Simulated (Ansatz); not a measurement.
A set of 12 reactions (redistribution), with CCSD(T)/CBS values in kJ/mol:

```json
{"reaction": "`CC(=O)[O][GeH3]` + `O[SiH]([SiH3])S` → `O[SiH](S)[GeH3]` + `CC(=O)O[SiH3]`", "ΔE": "-61.4"}
{"reaction": "`CC[SiH](O)O` + `[F][AlH][Br]` → `CC[SiH2]O` + `[OH][Al]([F])[Br]`", "ΔE": "-14.9"}
{"reaction": "`[F][GeH2][SiH3]` + `O[SiH2][AlH][SiH3]` → `[F][GeH2][SiH2][SiH3]` + `O[SiH2][AlH2]`", "ΔE": "-1.9"}
{"reaction": "`C#[C][SnH2][C]#C` + `CB(C)F` → `C#[C][SnH2][CH3]` + `C#CB(C)F`", "ΔE": "-9.9"}
{"reaction": "`Cl[SiH2]S[SiH2]Cl` + `O[SiH2][SiH](Cl)Cl` → `Cl[SiH2][SiH](Cl)Cl` + `O[SiH2]S[SiH2]Cl`", "ΔE": "-12.0"}
{"reaction": "`[SiH3][SiH2][SiH2][SiH3]` + `[SiH3]OBCl` → `[SiH3][SiH2]BCl` + `[SiH3]O[SiH2][SiH3]`", "ΔE": "75.3"}
{"reaction": "`[Br][SnH]([Br])[Br]` + `[F][GaH][F]` → `[F][SnH]([Br])[Br]` + `[F][GaH][Br]`", "ΔE": "8.5"}
{"reaction": "`C[NH][AlH][O][SiH3]` + `[OH][Al]([F])[Br]` → `[SiH3][O][AlH][Br]` + `C[NH][Al]([OH])[F]`", "ΔE": "-4.3"}
{"reaction": "`CBO[SiH2][SiH3]` + `CO[SiH2]S` → `CBOC` + `[SiH3][SiH2]O[SiH2]S`", "ΔE": "-36.3"}
{"reaction": "`O[Si](O)(Cl)[SiH](F)Cl` + `Cl[SiH2][S][GeH3]` → `F[SiH](Cl)[S][GeH3]` + `O[Si](O)(Cl)[SiH2]Cl`", "ΔE": "-15.5"}
{"reaction": "`F[CH2][ZnH]` + `O[SiH2][AlH2]` → `[ZnH2]` + `O[SiH]([AlH2])CF`", "ΔE": "-10.4"}
{"reaction": "`CO[SiH2]N[SiH2]Cl` + `N[SiH2][AlH2]` → `N[SiH2]N[SiH2]Cl` + `CO[SiH2][AlH2]`", "ΔE": "2.6"}
```

Calculated with Ansatz (gas phase, PBE0-D4/def2-TZVP geometries, no zero-point term in ΔE). CCSD(T)/CBS is the MP2 limit (def2-TZVPP, def2-QZVPP) plus CCSD(T) − MP2 in def2-TZVPP, frozen cores. This one scheme is used for every species. DFT in def2-TZVPP. B3LYP here is the variant with VWN-RPA as its local correlation; programs differ in this. Elements past krypton have def2 core potentials. For Br, Ga, Ge, Sn, Zn outer-core shells are correlated without core-valence functions, which leaves a few kJ/mol of doubt a bond. Scalar relativity is left out up to krypton. Each species was taken in one conformer, which may not be the lowest.

Q: Give the mean, mean absolute and largest difference (level minus CCSD(T)/CBS, kJ/mol) for: r2SCAN-D4, PBE0-D4, B3LYP-D4, PBE, r2SCAN, B3LYP, HF/def2-TZVPP, SCS-MP2/def2-TZVPP, CCSD(T)/def2-TZVPP, HF/def2-QZVPP, SCS-MP2/def2-QZVPP, HF/CBS(def2), MP2/CBS(def2), CCSD/CBS(def2). (An estimate is asked.)

A: Ansatz gave: 
```tsv
level	mean	mean absolute	largest
r2SCAN-D4	-0.3	2.4	5.8
PBE0-D4	0.9	2.6	9.9
B3LYP-D4	-0.3	1.5	-4.8
PBE	1.1	3.6	10.1
r2SCAN	-0.4	2.4	5.3
B3LYP	-0.4	2.3	-4.9
HF/def2-TZVPP	-0.9	3.6	-11.9
SCS-MP2/def2-TZVPP	0.2	1.7	4.0
CCSD(T)/def2-TZVPP	0.6	1.2	4.3
HF/def2-QZVPP	-1.0	3.6	-13.4
SCS-MP2/def2-QZVPP	-0.1	1.6	-4.9
HF/CBS(def2)	-1.0	3.6	-13.7
MP2/CBS(def2)	-0.2	1.7	6.0
CCSD/CBS(def2)	-0.3	0.8	-2.9
```

The largest T1 diagnostic in the set is 0.016, for `[ZnH2]` (customary mark 0.02).

CCSD(T)/CBS is a level of theory with its own doubt, and the functionals carry their triple-zeta basis error, so these figures describe this set and don't rank the functionals.
